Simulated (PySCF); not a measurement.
Simulation results for C₂H₅AlF, CH₃AlFO

Calculation on a computer-drawn molecule: the log of a Hartree-Fock and frozen-core CCSD(T) single point meant for a local Hartree-Fock minimum, with one planted fault or none, to be diagnosed. Offsets are logged minus clean, where the clean run is the same molecule without the fault. The reference is restricted for singlets and unrestricted otherwise, and also for a bond in bohr or an excited solution. Adding or removing an electron swaps singlet and doublet. The excited solution moves the top pair (singlet) or top alpha electron (doublet) to the lowest empty orbital. Highest occupied and lowest empty are orbital energies over both spins, largest force is the largest gradient component, triples share is (T) over the correlation energy, the T1 limit is 0.02 restricted and 0.045 unrestricted, electrons count all cores, a negative frequency is imaginary (commonest isotopes), and the dipole is about the centre of nuclear charge. Program: PySCF 2.14.0.

Common to all runs: meant charge 0; meant multiplicity 2; meant basis cc-pV(D+d)Z; logged SCF converged yes; logged CC converged yes; logged SCF stable within its kind yes; possible faults no fault, one electron removed, one electron added, multiplicity raised by two, geometry at a saddle point, SCF held on an excited solution, minimal basis STO-3G, one bond length entered in bohr, all coordinates scaled.

(1) C₂H₅AlF

Logged structure:
```xyz
9
C2H5AlF
C     -1.5479    -3.4146    -0.1239
Al    -0.3685    -1.9293     0.1861
C     -0.7566    -0.0508    -0.1595
F      1.1264    -2.2988     0.8108
H     -2.5548    -3.3173    -0.5292
H     -1.2872    -4.4512     0.0851
H     -1.7595     0.1027    -0.5690
H     -0.0362     0.3724    -0.8686
H     -0.6751     0.5402     0.7596
```

- logged electrons: 38
- logged basis functions: 90
- logged spin squared: 0
- logged highest occupied: -16.655 eV
- logged lowest empty: -7.6365 eV
- logged largest force: 0.066724 hartree/bohr
- logged T1 diagnostic: 0.013715
- logged D1 diagnostic: 0.046029
- logged triples share: 0.020872
- logged dipole magnitude: 8.6412 debye
- logged energy HF: -419.73683 hartree
- logged energy CCSD(T): -420.28289 hartree
- planted fault: ?

Drawn bonds:
```csv
atom,other atom,order
1,2,1
2,3,1
2,4,1
1,5,1
1,6,1
3,7,1
3,8,1
3,9,1
```

(2) CH₃AlFO

Logged structure:
```xyz
7
CH3AlFO
C      1.2704    -1.1127    -2.3794
Al     1.8697    -1.4936    -0.6076
O      3.4356    -2.0156    -0.3056
F      0.8338    -1.3098     0.6696
H     -0.6290    -0.4654    -2.8263
H      1.9025    -1.2164    -3.2588
H      3.8411    -2.2320     0.5168
```

* logged electrons: 39
* logged basis functions: 80
* logged spin squared: 1.504
* logged highest occupied: -11.418 eV
* logged lowest empty: 1.4508 eV
* logged largest force: 0.019838 hartree/bohr
* logged T1 diagnostic: 0.044097
* logged D1 diagnostic: 0.20663
* logged triples share: 0.023164
* logged dipole magnitude: 1.5562 debye
* logged energy HF: -455.8327 hartree
* logged energy CCSD(T): -456.40726 hartree
* planted fault: ?

Drawn bonds:
```csv
atom,other atom,order
1,2,1
2,3,1
2,4,1
1,5,1
1,6,1
3,7,1
```

## Withheld values
1. C₂H₅AlF (entry 1): planted fault?
2. Give the missing planted fault for CH₃AlFO (entry 2).

## Answers
1. one electron removed
2. one bond length entered in bohr, row 4 of the drawn bonds

Further results for C₂H₅AlF (entry 1):

- HF energy offset from clean run: 207.1 kcal/mol
- CCSD(T) energy offset from clean run: 218.1 kcal/mol

Further results for CH₃AlFO (entry 2):

- HF energy offset from clean run: 75.51 kcal/mol
- CCSD(T) energy offset from clean run: 82.57 kcal/mol
